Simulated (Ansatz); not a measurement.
`C[O][Ag-][OH2+]`, charge 0, multiplicity 1.

Problem. Give a relaxed structure at PBE0-D4/def2-TZVP (the Gaussian-basis code of Ansatz). (Best estimate.)

Solution. Computed: 
```xyz
9

C     1.891   -0.852   -0.460
O     1.092   -0.596    0.644
Ag   -0.678    0.277    0.402
O    -2.658    1.233    0.318
H     2.193    0.055   -1.013
H     2.822   -1.336   -0.123
H     1.432   -1.535   -1.196
H    -3.379    0.684    0.642
H    -2.716    2.070    0.787
```
Point group Cs.
This is one stationary point; other conformers may exist.
